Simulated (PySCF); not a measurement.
CdBrI, SMILES [Cd]([Br])[I].

Geometry: B3LYP-D3(BJ)/def2-SVP. The def2 effective core potentials stand for the cores of Cd, I; spin–orbit coupling is left out.

All values below come from PySCF with B3LYP-D3(BJ)/def2-SVP.

Frequencies are harmonic and unscaled.

Modes within 1.5 cm⁻¹ of each other (mostly degenerate sets) share a row, with their intensities summed.

Computed normal modes with their intensities:
| mode | ν (cm⁻¹) | IR (km/mol) | moving atoms (share of kinetic energy) |
|---|---|---|---|
| 1–2 | 56 | 7.5 | Cd 63 %, Br 24 %, I 13 % |
| 3 | 168 | 0.2 | I 53 %, Br 43 % |
| 4 | 293 | 36.4 | Cd 60 %, Br 32 % |
